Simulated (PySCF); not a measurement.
Compound: C5H13AlN2.
Structure used (PBE0-D3(BJ)/def2-SVP), in Å, numbered top down from 1:
```
atom  x, y, z in Å
C1    -1.021    1.057   -1.267
N2    -0.482    0.069   -0.318
C3    -0.616   -1.281   -0.883
Al4   -1.667    0.187    1.403
C5     0.925    0.416   -0.044
C6     1.576   -0.404    1.068
C7     2.977   -0.037    1.217
N8     4.089    0.266    1.309
H9    -1.000    2.054   -0.808
H10   -0.423    1.071   -2.195
H11   -2.062    0.804   -1.504
H12   -0.055   -1.369   -1.830
H13   -1.679   -1.484   -1.073
H14   -0.255   -2.032   -0.169
H15   -1.135    1.596    1.971
H16   -3.116    0.142    0.714
H17   -1.197   -1.133    2.192
H18    1.510    0.312   -0.977
H19    0.948    1.477    0.244
H20    1.526   -1.485    0.864
H21    1.057   -0.241    2.027
```

Theory: PBE0-D3(BJ)/def2-SVP geometry optimisation, gas phase in PySCF 2.14.0.

Question: Which atoms are bound to Al4, and at what distances?

Answer: 4 atoms: H16 1.605 Å, H17 1.608 Å, H15 1.609 Å, N2 2.093 Å. The nearest atom not counted as bound is H21, at 2.83 Å.

Question: List the angles at Al4.

Answer: 
```csv
angle,degrees,distance of the outer atoms (Å)
H15–Al4–H16,118.3,2.76
H16–Al4–H17,116.8,2.74
H15–Al4–H17,116.7,2.74
N2–Al4–H17,101.1,2.87
N2–Al4–H16,99.0,2.83
N2–Al4–H15,98.8,2.83
```

Question: What is the shape at Al4?

Answer: Distorted tetrahedral: angles from 98.8° to 118.3°; τ4 = (360° − α − β)/141° = 0.89 with α and β the two widest (0 for a square, 1 for a tetrahedron).

Question: What are the other bond lengths?

Answer: C1–N2, N2–C3 1.471 Å; N2–C5 1.475 Å; C5–C6 1.527 Å; C6–C7 1.456 Å; C7≡N8 1.157 Å; C1–H9 and 5 like bonds 1.100 Å; C5–H18, C5–H19 1.103 Å; C6–H20, C6–H21 1.101 Å.

Question: Give some angles away from the centre.

Answer: C1–N2–C3 109.6°, C1–N2–Al4 106.6°, C1–N2–C5 108.1°, C3–N2–C5 112.0°, Al4–N2–C5 112.0°, N2–C5–C6 114.5°, C5–C6–C7 110.4°, C6–C7–N8 178.6°.

Question: What are the rotational constants (commonest isotopes, rigid rotor)?

Answer: A = 2695, B = 890.3, C = 799.6 MHz: a near-prolate asymmetric top.

Point group: C1 (no symmetry element, even within 0.4 Å). Charge 0, singlet. PBE0-D3(BJ)/def2-SVP frequencies: not computed here.

One conformer stands for the species.
